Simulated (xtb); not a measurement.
Zn(Me)(OSiH3) (CH6OSiZn), SMILES [CH3][Zn][O][SiH3]. All values are semi-empirical tight-binding results from xtb (GFN2-xTB unless named), good for trends rather than for accurate numbers. Geometry: GFN2-xTB. The structure was generated by enumeration; whether it is a known compound was not checked. The values are those of a single conformer.

Optimised geometry:

Bonded distances (Å): Zn1–C2 1.984, Zn1–O6 1.751, C2–H3 1.083, C2–H4 1.083, C2–H5 1.083, O6–Si7 1.602, Si7–H8 1.469, Si7–H9 1.469, Si7–H10 1.469. Angles (°): C2–Zn1–O6 179.3, Zn1–C2–H3 110.8, Zn1–C2–H4 111.0, Zn1–C2–H5 110.9, H3–C2–H4 108.0, H3–C2–H5 108.0, H4–C2–H5 108.0, Zn1–O6–Si7 179.6, O6–Si7–H8 108.2, O6–Si7–H9 108.1, O6–Si7–H10 108.1, H8–Si7–H9 110.8, H8–Si7–H10 110.8, H9–Si7–H10 110.8.

A frequency run showed that this geometry is not a minimum.

For metal compounds this method's bond lengths and energies can be far off.

```json
{
 "point_group_as_xtb_finds_it": "C3",
 "orbital_gap": "3.92 eV"
}
```

Computed atomic charges and the Wiberg bond orders between heavy atoms:
charges (e) Zn1 0.32, C2 -0.18, H3 0.07, H4 0.07, H5 0.07, O6 -0.51, Si7 0.50, H8 -0.11, H9 -0.11, H10 -0.11. Bond orders Zn1–C2 0.87, Zn1–O6 0.80, O6–Si7 1.21.
